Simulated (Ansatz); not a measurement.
Mulliken charges of CH$_{6}$OSSi (`[SiH3]OCS`) from PBE/def2-TZVPP in Ansatz (PBE0-D4/def2-TZVP geometry).

```json
{"atom": "Si1", "x (Å)": "0.136", "y (Å)": "1.633", "z (Å)": "-0.205", "charge (e)": "0.337"}
{"atom": "O2", "x (Å)": "-0.139", "y (Å)": "0.056", "z (Å)": "-0.600", "charge (e)": "-0.279"}
{"atom": "C3", "x (Å)": "-0.245", "y (Å)": "-0.955", "z (Å)": "0.363", "charge (e)": "-0.051"}
{"atom": "S4", "x (Å)": "-0.553", "y (Å)": "-2.565", "z (Å)": "-0.375", "charge (e)": "-0.163"}
{"atom": "H5", "x (Å)": "0.207", "y (Å)": "2.373", "z (Å)": "-1.484", "charge (e)": "-0.049"}
{"atom": "H6", "x (Å)": "1.413", "y (Å)": "1.766", "z (Å)": "0.550", "charge (e)": "-0.066"}
{"atom": "H7", "x (Å)": "-0.965", "y (Å)": "2.161", "z (Å)": "0.648", "charge (e)": "-0.065"}
{"atom": "H8", "x (Å)": "-1.102", "y (Å)": "-0.786", "z (Å)": "1.026", "charge (e)": "0.118"}
{"atom": "H9", "x (Å)": "0.659", "y (Å)": "-1.008", "z (Å)": "0.977", "charge (e)": "0.117"}
{"atom": "H10", "x (Å)": "0.673", "y (Å)": "-2.726", "z (Å)": "-0.898", "charge (e)": "0.102"}
```

**Question.** By hand: the dipole of these point charges (1 e Å = 4.8032 D).

**Answer.** Σ q r = (0.162, 0.139, 0.279) e Å, of length 0.351 e Å = 1.69 D.

**Question.** How does the dipole of the full density compare? (Estimate.)

**Answer.** Computed: (0.179, 0.135, 0.197) e Å, 1.43 D; the point charges give 1.18 times that, at 12° from its direction.

Point charges leave out the atoms' own dipoles, such as those of lone pairs, and Mulliken's split depends on the basis, so the two needn't agree.
